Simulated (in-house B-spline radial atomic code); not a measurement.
# RPA and G0W0 on BHandHLYP: Ag+

Configuration [Kr] 4d10, mean-field start BHandHLYP. Computed with a B-spline radial code for spherical atoms: all electrons, scalar-relativistic (spin-free one-electron X2C), finite nucleus, each spin shell either full or empty, empty states to l = 9 with an (l + 1/2)⁻⁴ tail; G0W0 by contour deformation at full frequency.

Command:
```bash
python run_gw.py task.json out
```
Settings (radii: box in bohr, nucleus in fm):
```
Z                        47
electrons                46
configuration            [Kr] 4d10
hamiltonian              x2c
method                   bhandhlyp
lmax                     9
rms_radius               4.5454
spin_polarised           False
box_radius               23.78
intervals                70
```

Time taken, with all properties: 5.2 s on 1 thread of Arm Neoverse N1, on a shared host.

Energies (hartree):

| term | value |
| --- | --- |
| mean-field total | -5315.16747 |
| Hartree-Fock functional on these orbitals | -5312.63607 |
| direct second order | -3.9118 |
| second-order exchange | 1.0887 |
| SOSEX correction | 1.0146 |

Problem. What is the RPA correlation energy, and what remains with SOSEX?

Solution. RPA gives -3.445 hartree (-2.04 eV per electron); RPA + SOSEX gives -2.4304, and the second-order doubles -2.8231 hartree (no singles). RPA lacks exchange-type terms and so overcorrelates at short range.

Quasi-particle levels (eV):

| level | occupied | mean field | Σx - vxc | Σc | QP weight | G0W0 |
| --- | --- | --- | --- | --- | --- | --- |
| 4d | yes | -19.248 | -3.08 | ? | ? | ? |
| 5s | no | -9.066 | 2.91 | -1.52 | 0.967 | -7.684 |

G0W0 = mean field + (Σx - vxc) + Σc, with Σc (partial-wave tail included) taken at the quasi-particle energy. Only the outer levels were computed. Levels of low weight are left out.

Problem. Where does G0W0 put 4d?

Solution. At -21.977 eV, with Σc = 0.35 eV and a quasi-particle weight of 0.914. The tabulated removal energy is 21.484 eV (NIST, measured); the calculation leaves out spin-orbit coupling, Breit and QED terms, and what these don't explain is the method's own error.
